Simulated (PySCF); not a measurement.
Job for PySCF: R-HF/STO-3G on InCl, 2S+1 = 1, a spin state set in the input, which need not be the lowest, a point of a bond scan (R = 2.423 Å).

```python
from pyscf import gto, scf, dft, mp
from pyscf.data.elements import chemcore

mol = gto.M(
    atom='''
    Cl    0.00000000    0.00000000    0.00000000
    In    0.00000000    0.00000000    2.42326900
    ''',
    basis='sto-3g',
    charge=0, spin=0, verbose=3, max_memory=1800)
mf = scf.RHF(mol)
mf.conv_tol = 1e-8
mf.max_cycle = 100
mf.kernel()
if not mf.converged:
    mf = mf.newton().run(mf.mo_coeff, mf.mo_occ)
```

**Question.** Predict the final total energy.

**Answer.** -6137.5185 hartree.
